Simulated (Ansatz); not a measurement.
HOS, SMILES `O[S+]` (excited singlet) (charge 1, multiplicity 1). This singlet is an excited state, 0.54 eV above the relaxed triplet at the level composite: frozen-core CCSD(T) with HF/cc-pV5Z and the correlation energy extrapolated as X^-3 from cc-pVQZ and cc-pV5Z, plus CCSDT(Q) minus CCSD(T) in cc-pVTZ // B3LYP-D3(BJ)/def2-TZVP (Ansatz, a first-principles code).

Cartesian coordinates (Å):
SMILES: O[S+]
```xyz
3

O     -0.2482     0.4023     0.0000
S      1.1991    -0.1047     0.0000
H     -0.9509    -0.2976     0.0000
```
Charge +1, spin multiplicity 1.

Frozen-core energies in cc-pVTZ from Ansatz at a geometry from B3LYP-D3(BJ)/def2-TZVP; the HF reference has <S^2> = 0.00 (restricted, and unstable towards unrestricted orbitals) and the T1 diagnostic is 0.025.

```
level    energy (Ha)
-------  -----------
HF        -472.61025
MP2       -473.00218
CCSD      -473.02110
CCSD(T)   -473.04078
```

Estimate the energies of CCSDT and CCSDT(Q), and give each level's difference from CCSDT(Q).


```
level     energy (Ha)  difference from CCSDT(Q) (mHa)
--------  -----------  ------------------------------
MP2        -473.00218                           41.71
CCSD       -473.02110                           22.78
CCSD(T)    -473.04078                            3.11
CCSDT      -473.04194                            1.94
CCSDT(Q)   -473.04389                            0.00
```
